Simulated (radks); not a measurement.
Excited configurations of Ta3+: one electron is placed in a higher orbital outside [Xe] 4f14 5d1. The ground configuration is [Xe] 4f14 5d2. Calculated with a radial shooting solver on a logarithmic mesh with Libxc functionals: Dirac Kohn-Sham, PBE, spin-unpolarised, spherical densities, finite nucleus; open shells fill j = l - 1/2 first; Fermi nuclear charge, rms radius 5.3507 fm. Excitation = E - E(ground); binding = E(ion) - E, where the ion is the core of charge +4; n* = 4/sqrt(2 binding) in atomic units, and the quantum defect is n - n*.

| outer orbital | excitation (eV) | binding (eV) | n* | quantum defect | eigenvalue (eV) | <r> (bohr) |
|---|---|---|---|---|---|---|
| 5f5/2 | 21.012 | 14.423 | 3.885 | 1.115 | -11.927 | 4.082 |
| 6s1/2 | 2.848 | 32.586 | 2.585 | 3.415 | -28.526 | 2.646 |
| 6d3/2 | 18.742 | 16.692 | 3.611 | 2.389 | -14.507 | 4.331 |
| 6f5/2 | 25.889 | 9.545 | 4.776 | 1.224 | -8.260 | 7.181 |
| 7s1/2 | 18.608 | 16.827 | 3.597 | 3.403 | -15.010 | 4.998 |
| 7p1/2 | 20.997 | 14.437 | 3.883 | 3.117 | -12.819 | 5.605 |
| 7d3/2 | 25.078 | 10.356 | 4.585 | 2.415 | -9.131 | 7.390 |
| 7f5/2 | 28.775 | 6.659 | 5.717 | 1.283 | -5.884 | 11.02 |

The Delta-SCF ionisation energy is 35.434 eV (NIST Atomic Spectra Database: 35 eV, theoretical). Self-interaction in the functional shifts the binding energies and quantum defects, so they are the method's values and not measured ones. Spin polarisation and multiplet splitting are left out, so open shells lie too high by an amount that depends on their filling.

Beside tabulated values, note that spin-unpolarised runs miss the spin-polarisation part of the exchange energy of open shells.
